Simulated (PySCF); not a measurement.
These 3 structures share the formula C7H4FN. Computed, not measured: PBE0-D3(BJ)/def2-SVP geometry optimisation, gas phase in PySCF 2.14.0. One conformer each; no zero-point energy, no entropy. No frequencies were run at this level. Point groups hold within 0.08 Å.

Problem. Rank from lowest to highest electronic energy at this level (kcal/mol).
A. `N#Cc1cccc(F)c1`
B. para-fluorobenzonitrile, `N#CC1=CC=C(F)C=C1`
C. `N#Cc1ccccc1F`

Solution. B (0.0), A (0.8), C (1.2).

Neighbours under 2.5 kcal/mol apart (N#Cc1ccc(F)cc1 and N#Cc1cccc(F)c1; N#Cc1cccc(F)c1 and N#Cc1ccccc1F) can change places with a better method, another conformer or zero-point energy.

```
        SMILES      E (Eh)  E rel (kcal/mol)  dipole (D)  point group       A, B, C (MHz)
N#Cc1ccc(F)cc1  -422.95230               0.0        3.20          C2v  5643, 972.2, 829.4
N#Cc1cccc(F)c1  -422.95095               0.8        3.86           Cs   3394, 1187, 879.2
  N#Cc1ccccc1F  -422.95040               1.2        5.11           Cs   2946, 1513, 999.7
```

Problem. How do the relative energies change in single points at PBE0/pcSseg-1 (no added dispersion term) on the same geometries?

Solution. 
```csv
SMILES,PBE0-D3(BJ)/def2-SVP (kcal/mol),PBE0/pcSseg-1 (kcal/mol),shift
N#Cc1ccc(F)cc1,0.0,0.0,0.0
N#Cc1cccc(F)c1,0.8,0.8,0.0
N#Cc1ccccc1F,1.2,1.6,+0.4
```

Each column counts from its own lowest isomer. The order is unchanged; the largest shift is 0.4 kcal/mol.

Problem. As an exercise, what shares would exp(−E/RT) give at 2000 K from these electronic energies alone (no entropy, no degeneracies)?

Solution. RT = 3.974 kcal/mol: N#Cc1ccc(F)cc1 39.2 %, N#Cc1cccc(F)c1 31.7 %, N#Cc1ccccc1F 29.1 %.
